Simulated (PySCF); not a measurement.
One molecule, one basis, several functionals.

Compound: C5H11B.
SMILES: `C=CCB(C)C`

Torsions of this conformer, `[CH2:1]=[CH:2][CH2:3][B:4]([CH3:5])[CH3:6]`: C1–C2–C3–B4 96°, C2–C3–B4–C5 75°.

PySCF, pcSseg-1 basis, density fitting, gas phase, PBE0-D3(BJ)/def2-SVP geometry. One functional is left out:

```tsv
functional	exact exchange (%)	HOMO energy (eV)	LUMO energy (eV)
B97-D	0	-5.88	-1.41
BLYP	0	-5.79	-1.41
BP86	0	-6.04	-1.66
LDA	0	-6.09	-1.82
OPBE	0	-5.88	-1.45
PBE	0	-5.94	-1.59
B3LYP	20	-6.85	-0.80
PBE0	25	-7.06	-0.61
mPW1PW91	25	-7.08	-0.62
BHandHLYP	50	-8.04	0.52
```

Q: Predict the row of B97-2 (21 % exact exchange) by straight lines through the other rows, and check it.

A: 
```tsv
property	line	computed	computed − line	B3LYP (20 %), for comparison
HOMO energy (eV)	-6.85	-6.81	+0.04	-6.85
LUMO energy (eV)	-0.72	-0.61	+0.11	-0.80
```

Q: Which of these properties follows the share of exact exchange most closely, and which least?

A: Most closely the HOMO energy, least the LUMO energy; the correlations over the tabulated rows are HOMO energy -0.993, LUMO energy 0.984. The HOMO energy moves by -0.431 eV for every 10 %. Functionals with the same share still differ in their other parts: at 0 % BLYP and LDA differ by 0.30 eV in it.
